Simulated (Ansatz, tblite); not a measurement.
Isomers of GaSi4 (doublet), found by a short tight-binding search and relaxed with B3LYP-D4/def2-SVP in Ansatz.

The xTB rows come from tblite. B3LYP takes the VWN-RPA correlation.

Run but left out: HF/def2-TZVP, MP2/def2-TZVP, CCSD/def2-TZVP, CCSD(T)/def2-TZVP (A: ⟨S²⟩ 1.62, where a pure state has 0.75).

A: At PBE-D4/def2-TZVP the gap within one spin of the charge 0 doublet nearly closes, so an electron or hole may be smeared out by delocalisation error.

Other spin states were run for one of them alone.

A:

Cartesian coordinates in Å:
```
Ga 0.006 -0.002 0.001
Si 0.104 -2.240 -0.982
Si 1.301 1.642 1.269
Si -0.665 -0.620 -2.268
Si -0.746 1.221 1.980
```

B:

Cartesian coordinates in Å:
```
Ga 1.3576 0.6553 2.3721
Si 0.4199 -1.1983 0.5821
Si -0.0187 1.0960 -0.0071
Si -0.3273 0.4511 -2.2144
Si -1.4315 -1.0041 -0.7328
```

C:

```
atom   x (Å)   y (Å)   z (Å)
 Ga1  -1.889   0.298  -1.732
 Si2   0.573   0.998  -0.127
 Si3   0.675   0.889   2.168
 Si4   0.286  -1.067  -1.316
 Si5   0.355  -1.118   1.007
```

Q: Estimate which lies lowest at each level, and how far above it the others are (kJ/mol).

A: 
```tsv
level	A	B	C
GFN1-xTB	175.8	0.0	16.1
GFN2-xTB	0.0	120.4	131.7
PBE-D4/def2-TZVP	178.9	17.0	0.0
r2SCAN-D4/def2-TZVP	170.7	20.4	0.0
B3LYP-D4/def2-TZVP	190.5	23.0	0.0
PBE0-D4/def2-TZVP	198.9	22.0	0.0
BHLYP-D4/def2-TZVP	199.7	28.6	0.0
```
Point groups (tolerance 0.1 Å): A D2d, B not assigned, C not assigned. Lower isomers may exist.
